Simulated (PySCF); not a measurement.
**Fine-structure interval of Sn⁺ by level of theory**

Sn⁺ [Kr] 4d10 5s2 5p1 [5p1/2^1, M_J = 1/2] → Sn⁺ [Kr] 4d10 5s2 5p1 [5p3/2^1, M_J = 3/2], as a difference of total energies. All numbers are calculated (PySCF 2.14, the two-component X2C-1e Hamiltonian, in x2c-SVPall-2c with one added diffuse shell each of s, p type (7s9p4d, 54 functions)). Correlated levels: [Ar] 3d10 frozen; the 6 highest virtual spinors dropped. "Screened" scales the spin-orbit matrix elements by Boettger's factors to mimic the two-electron term; Breit and QED terms are absent.

```csv
method,fine-structure interval (cm⁻¹)
GHF (screened spin-orbit),4976.1
GMP2 (screened spin-orbit),4230.4
GHF (bare spin-orbit),5148.8
```

Errors of the correlated levels include the incompleteness of this basis and the frozen core.

For comparison: 4251.5 cm⁻¹ (measured; NIST Handbook of Basic Atomic Spectroscopic Data (Sansonetti and Martin, J. Phys. Chem. Ref. Data 34, 1559 (2005))).
